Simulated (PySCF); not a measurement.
TaO₂F, SMILES [O]=[Ta](=[O])[F], multiplicity 1. Atoms are numbered in the order given.

```xyz
4

Ta    -0.0356    -0.1564     0.0000
O     -0.8429     0.4944     1.3977
O     -0.8429     0.4944    -1.3977
F      1.7873     0.3892     0.0000
```

Geometry optimised at B3LYP-D3(BJ)/def2-TZVP. The multiplicity is an assumed one; other spin states were not compared. The def2 effective core potentials stand for the cores of Ta; spin–orbit coupling is left out.

These are PySCF with PBE/def2-TZVPD values and carry that method's errors.

Isolated molecule, no solvent.

Computed frontier levels, gap, dipole moment and polarisability:
The highest occupied level is -6.85 eV and the lowest empty level is -4.93 eV. The orbital gap is 1.92 eV, the dipole moment comes out as 5.50 D and the quadrupole, principal values (traceless, Buckingham form, about the centre of nuclear charge) is -6.98, -4.70, 11.68 D·Å. The mean static polarisability is 43.8 bohr³ (6.49 Å³) and the polarisability, principal values comes out as 31.3, 46.0, 54.0 bohr³.
